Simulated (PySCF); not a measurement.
Input for PySCF: R-HF/3-21G on GeS, 2S+1 = 1, a point of a bond scan (R = 2.135 Å).

```python
from pyscf import gto, scf, dft, mp
from pyscf.data.elements import chemcore

mol = gto.M(
    atom='''
    S     0.00000000    0.00000000    0.00000000
    Ge    0.00000000    0.00000000    2.13522100
    ''',
    basis='3-21g',
    charge=0, spin=0, verbose=3, max_memory=1800)
mf = scf.RHF(mol)
mf.conv_tol = 1e-8
mf.max_cycle = 100
mf.kernel()
if not mf.converged:
    mf = mf.newton().run(mf.mo_coeff, mf.mo_occ)
```

Task: Predict the final total energy.

Result: -2460.9300 hartree.
